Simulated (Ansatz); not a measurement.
The cluster MoO₃. The state is a triplet with charge 0. Geometry r2SCAN-D4/def2-TZVP; atoms count from 1.

```xyz
4

Mo   -0.730    0.028   -0.116
O    -1.125    0.217    1.507
O     0.889   -0.827   -0.623
O     0.966    0.583   -0.768
```

In the def2 sets Mo takes a core potential; there is no spin–orbit coupling. The structure holds one bond between oxygen atoms, so isomers without such links may lie far lower. The structure comes from a short search, and lower isomers may exist.

Estimate the Mulliken populations from the PBE0/def2-TZVP orbitals of Ansatz.


```
atom  charge (e)  spin (α − β)  d electrons
 Mo1        1.15          2.20         3.98
  O2       -0.55         -0.02            –
  O3       -0.30         -0.09            –
  O4       -0.30         -0.09            –
```
Mulliken values and Mayer orders depend strongly on the basis.

Where does the spin sit?

Summed by element: Mo 2.20, O -0.20, of 2 unpaired in all. Largest on single atoms: Mo1 2.20, O3 -0.09, O4 -0.09.

And the Mayer bond orders between bonded heavy atoms (over 0.3)?

Mo1–O2 2.04 (1.68 Å); Mo1–O3 0.99 (1.90 Å); Mo1–O4 0.99 (1.90 Å); O3–O4 0.90 (1.42 Å).
